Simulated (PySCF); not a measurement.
BrCs (SMILES [Br][Cs]), singlet, geometry from GFN2-xTB (such geometries of metal compounds can be far from the true shape) (core potentials on Cs). Base run: M062X/def2-TZVP in PySCF.

Here is a job for PySCF.
```python
from pyscf import gto, scf, dft, solvent

mol = gto.M(
    atom='''
Cs   -0.00000000   -0.00000000   -1.19249768
Br    0.00000000    0.00000000    1.87392493
''',
    basis='def2-tzvp',
    ecp={'Cs': 'def2-tzvp'},
    verbose=4,
)

mf = dft.RKS(mol)
mf.xc = 'm062x'
mf.kernel()
```

Variants of this job, named by their change:

| change | ΔE vs base (kcal/mol) | dipole (D) | HOMO-LUMO gap (eV) |
|---|---|---|---|
| base | 0.000 | 10.86 | 5.73 |
| model = IEF-PCM; solvent = methanol | [?] | [?] | [?] |
| model = IEF-PCM; solvent = dichloromethane; lebedev_order = 41 | -12.78 | 12.42 | 7.18 |
| model = IEF-PCM; solvent = tetrahydrofuran | -12.25 | 12.36 | 7.12 |
| model = C-PCM; solvent = dichloromethane | [?] | [?] | [?] |
| model = IEF-PCM; solvent = dichloromethane; vdw_scale = 1.4 | -8.73 | 11.99 | 6.74 |
| model = IEF-PCM; solvent = dichloromethane | [?] | 12.42 | 7.18 |
| model = IEF-PCM; solvent = dichloromethane; vdw_scale = 1.0 | -16.73 | 12.78 | 7.63 |
| model = IEF-PCM; solvent = dichloromethane; lebedev_order = 11 | -12.01 | 12.36 | 7.10 |
| model = IEF-PCM; solvent = dichloromethane; r_probe = 0.5 | -8.91 | 11.98 | 6.76 |
| model = IEF-PCM; solvent = chloroform | -10.65 | 12.18 | 6.95 |
| model = ddCOSMO; solvent = dichloromethane | -23.66 | 13.16 | 7.55 |

Problem. Some entries are withheld; supply them.

Solution. 
- model = IEF-PCM; solvent = methanol, ΔE vs base (kcal/mol): -14.64
- model = IEF-PCM; solvent = methanol, dipole (D): 12.63
- model = IEF-PCM; solvent = methanol, HOMO-LUMO gap (eV): 7.39
- model = C-PCM; solvent = dichloromethane, ΔE vs base (kcal/mol): -13.42
- model = C-PCM; solvent = dichloromethane, dipole (D): 12.49
- model = C-PCM; solvent = dichloromethane, HOMO-LUMO gap (eV): 7.25
- model = IEF-PCM; solvent = dichloromethane, ΔE vs base (kcal/mol): -12.75

The base is the gas phase, so ΔE is the electrostatic part of solvation at a fixed geometry, without cavity and dispersion terms.
